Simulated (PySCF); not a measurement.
Polarisability and C₆ of Mn (manganese, neutral)

[Ar] 3d5 4s2, high-spin 6S determinant. Calculation: PySCF 2.14, in def2-TZVPPD (6s6p4d2f1g, 67 functions); no relativity, point nucleus. Coupled (time-dependent) response in atomic units; α is the mean over directions.

| method | mean α (bohr³) | C₆ (like pair) | S(−4) |
| --- | --- | --- | --- |
| r2SCAN0 | 80.58 | 785.5 | 4264 |

S(−4) is the Cauchy moment in α(ω) = α(0) + S(−4) ω² + …

Reference α: 68 ± 9 bohr³ (recommended; Schwerdtfeger and Nagle, table of static dipole polarizabilities (2023 update)). Published C₆: 552.0 (Chu and Dalgarno (2004); Tang, Norbeck and Certain (1976)).

α(iu) at r2SCAN0:

```json
{"u (hartree)": "0", "α(iu) (bohr³)": "80.58"}
{"u (hartree)": "0.0500", "α(iu) (bohr³)": "71.82"}
{"u (hartree)": "0.100", "α(iu) (bohr³)": "56.12"}
{"u (hartree)": "0.200", "α(iu) (bohr³)": "31.93"}
{"u (hartree)": "0.300", "α(iu) (bohr³)": "19.48"}
{"u (hartree)": "0.500", "α(iu) (bohr³)": "9.481"}
{"u (hartree)": "0.750", "α(iu) (bohr³)": "5.319"}
{"u (hartree)": "1.00", "α(iu) (bohr³)": "3.618"}
{"u (hartree)": "1.50", "α(iu) (bohr³)": "2.187"}
{"u (hartree)": "2.00", "α(iu) (bohr³)": "1.544"}
{"u (hartree)": "3.00", "α(iu) (bohr³)": "0.9141"}
{"u (hartree)": "5.00", "α(iu) (bohr³)": "0.4267"}
```

A single London oscillator, α(iu) = α/(1 + u²/ω²), gives C₆ = (3/4) ω α². Matching the computed C₆ needs ω = 4 × 785.5 / (3 × 80.58²) = 0.161 hartree.
